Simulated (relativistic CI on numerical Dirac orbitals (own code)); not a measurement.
# Sensitivity of the levels of Cd¹³⁺ to α and to the nuclear radius

These numbers are calculated, not measured: Dirac-Coulomb-Breit CI, orbitals from a KLI potential per configuration, derivatives by finite differences, unscaled Slater integrals, QED left out (own radial code, finite nucleus).

CI space (outside the closed core [Ar] 3d10): 4s²4p⁵, 4s4p⁶, 4s²4p⁴4d, 4s4p⁵4d, 4s²4p⁴4f, 4s4p⁵4f. Double excitations out of closed p, d and f shells are left out; levels of such configurations are missing from the list, as are those of other unlisted configurations, and high levels can miss mixing partners.

With x = (α/α₀)² − 1 an excitation energy changes as ω = ω₀ + qx; K = 2q/ω₀ is the relative enhancement. Terms are leading LS components, so labels can repeat. The field-shift factor is F = δν/δ⟨r²⟩ for the transition from the lowest level.

Lowest level 4s²4p⁵ ²P°3/2.

| Level | ω₀ (cm⁻¹) | q (cm⁻¹) | K | F (GHz/fm²) |
| --- | --- | --- | --- | --- |
| 4s²4p⁵ ²P°1/2 | 59843 | 64460 | 2.15 | -1.48 |
| 4s4p⁶ ²S1/2 | 374590 | 74170 | 0.396 | -62.4 |
| 4s²4p⁴4d ⁴D5/2 | 483613 | 15980 | 0.0661 | 1.56 |
| 4s²4p⁴4d ⁴D3/2 | 485102 | 13550 | 0.0558 | 1.59 |
| 4s²4p⁴4d ⁴D7/2 | 488115 | 21960 | 0.09 | 1.57 |
| 4s²4p⁴4d ⁴D1/2 | 492559 | 17940 | 0.0728 | 1.58 |
| 4s²4p⁴4d ⁴F9/2 | 506477 | 16730 | 0.0661 | 1.74 |
| 4s²4p⁴4d ²F7/2 | 514240 | 11760 | 0.0457 | 1.69 |
| 4s²4p⁴4d ²D3/2 | 528014 | 18370 | 0.0696 | 1.66 |
| 4s²4p⁴4d ²P1/2 | 534609 | 49560 | 0.185 | 0.588 |
| 4s²4p⁴4d ⁴P1/2 | 536154 | 41600 | 0.155 | 0.114 |
| 4s²4p⁴4d ⁴F5/2 | 541046 | 49160 | 0.182 | 0.85 |
| 4s²4p⁴4d ⁴F3/2 | 545551 | 48240 | 0.177 | 0.957 |

At this charge energies of transitions that change n are usually good to better than 1 %, and those within a shell (Δn = 0) to a few per cent.
